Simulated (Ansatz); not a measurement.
Computed with frozen-core CCSD(T)/cc-pVTZ // PBE0-D4/def2-TZVP (Ansatz, a program for electronic structure).

Ansatz 0.2 input:
```yaml
crystal:
  periodic: [false, false, false]
  atoms:
    - { symbol: C, position_ang: [-0.995504, -1.091196, -0.274181] }
    - { symbol: N, position_ang: [-0.042793, -0.036572, 0.066818] }
    - { symbol: Si, position_ang: [-0.638844, 1.582466, 0.064803] }
    - { symbol: Si, position_ang: [1.610731, -0.502191, 0.226784] }
    - { symbol: H, position_ang: [-1.99581, -0.846085, 0.096677] }
    - { symbol: H, position_ang: [-1.068861, -1.254253, -1.355712] }
    - { symbol: H, position_ang: [-0.707257, -2.040058, 0.189285] }
    - { symbol: H, position_ang: [-1.831647, 1.672635, 0.952814] }
    - { symbol: H, position_ang: [-1.073451, 2.025268, -1.291839] }
    - { symbol: H, position_ang: [0.437226, 2.482247, 0.547052] }
    - { symbol: H, position_ang: [1.718719, -1.617815, 1.208208] }
    - { symbol: H, position_ang: [2.389559, 0.672896, 0.687985] }
    - { symbol: H, position_ang: [2.18771, -0.996349, -1.057095] }
basis:
  gaussian: { orbitals: cc-pVTZ }
correlation:
  method: ccsd_t
```

Output:

```
Functional definition: HF
1428 factors; integrals over basis functions are off by at most 1.2e-3 eV
mean field evaluation 1: about -18378.1548 eV, gradient 3.4e1 eV
mean field evaluation 2: about -18378.4266 eV, gradient 3.4e1 eV
mean field evaluation 4: about -18381.6018 eV, gradient 4.7e0 eV
mean field evaluation 8: about -18381.6676 eV, gradient 1.8e-1 eV
mean field evaluation 16: about -18380.5482 eV, gradient 1.8e1 eV
mean field -18381.66768086 eV, -675.5138277299 hartree, gradient 1.6e-6 eV, S^2 0.000000; 0 other end points of the search recorded, 0 dependent functions left out
12 core orbitals not correlated
reference -18381.66768086 eV, -675.5138277299 hartree; 13, 13 occupied and 229, 229 virtual orbitals, 1428 factors
second order -17.61826769 eV of doubles, -0.00000000 eV of singles
cycle   1  -18.57963066 eV  change   -9.6e-1 eV  update   9.5e-2
cycle   2  -19.14846113 eV  change   -5.7e-1 eV  update   2.8e-2
cycle   3  -19.22493777 eV  change   -7.6e-2 eV  update   1.2e-2
cycle   4  -19.21717801 eV  change    7.8e-3 eV  update   2.8e-3
cycle   5  -19.21724897 eV  change   -7.1e-5 eV  update   1.1e-3
cycle   6  -19.21712744 eV  change    1.2e-4 eV  update   3.0e-4
cycle   7  -19.21703169 eV  change    9.6e-5 eV  update   9.6e-5
cycle   8  -19.21705829 eV  change   -2.7e-5 eV  update   3.7e-5
cycle   9  -19.21706104 eV  change   -2.8e-6 eV  update   1.3e-5
perturbative correction -0.69014239 eV, -0.0253622649 hartree
Total energy: -18401.57488429 eV, -676.2454039622 hartree
```

Cost: very roughly 14 core-minutes.
